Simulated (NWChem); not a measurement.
Species: C3H7BeCl; SMILES C[CH](C)[Be][Cl]

```xyz
12

Be    -0.1707     0.5297     0.0000
Cl     0.0441     2.3381     0.0000
C     -0.3881    -1.1411     0.0000
C      0.1586    -1.8125    -1.2667
C      0.1586    -1.8125     1.2667
H     -1.4898    -1.2806     0.0000
H     -0.0586    -2.8961    -1.2747
H      1.2544    -1.7089    -1.3423
H     -0.2721    -1.3893    -2.1887
H     -0.2721    -1.3893     2.1887
H     -0.0586    -2.8961     1.2747
H      1.2544    -1.7089     1.3423
```
Atoms are numbered in this order, from 1.

All runs: NWChem. The geometry was optimised at PBE0/def2-SVP. Level MN15/def2-SVP: energy and gradient on several grids; changes count from the extra-fine grid, which is no exact limit either.

Q: Which is the coarsest grid (coarse; fine; medium; xfine; xcoarse) from which on the energy stays within 500 μHa and each gradient component within 500 μHa/bohr of xfine?

A: coarse.
| grid | size of the energy change (μHa) | largest change of a gradient component (μHa/bohr) | time, medium = 1 (rough) |
|---|---|---|---|
| xcoarse | 4000 | 1000 | about 1 |
| coarse | 200 | 100 | about 1 |
| medium | < 10 | < 30 | about 1 |
| fine | < 10 | < 30 | about 1 |
| xfine | < 10 | < 30 | 3 |
